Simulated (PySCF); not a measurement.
**A small calculation by hand: oscillator strength and radiative lifetime**

Se(H)(SH) (H2SSe), SMILES S[SeH].

Geometry: PBE0-D3(BJ)/def2-TZVP.

PySCF with TDDFT-PBE0/def2-TZVPD puts the first singlet state with f over 0.02 at 7.26 eV (vertical), with the transition dipole (-0.133, -0.437, 0.430) in atomic units.

**Question.** Find the oscillator strength, the wavelength and the radiative lifetime that this transition would have in vacuum if emission retraced absorption.

**Answer.** 
|μ|² = 0.3936 au, so |μ| = 1.59 D. ΔE = 7.26/27.211 = 0.2668 hartree. f = (2/3) ΔE |μ|² = 0.070 (the program prints 0.070).
λ = 1239.84/7.26 = 171 nm; ν = 58556 cm⁻¹.
Einstein's coefficient A = 0.6670 ν² f s⁻¹ (ν in cm⁻¹) = 1.6e8 s⁻¹, so τ = 1/A = 6.2 ns. This state is S8; the lower singlets have f = 0.005, 0.008, 0.016, 0.006, 0.010, 0.011, 0.005. The figure is the radiative limit of this one transition; relaxation, internal conversion, crossing to triplets and a medium change what is measured.
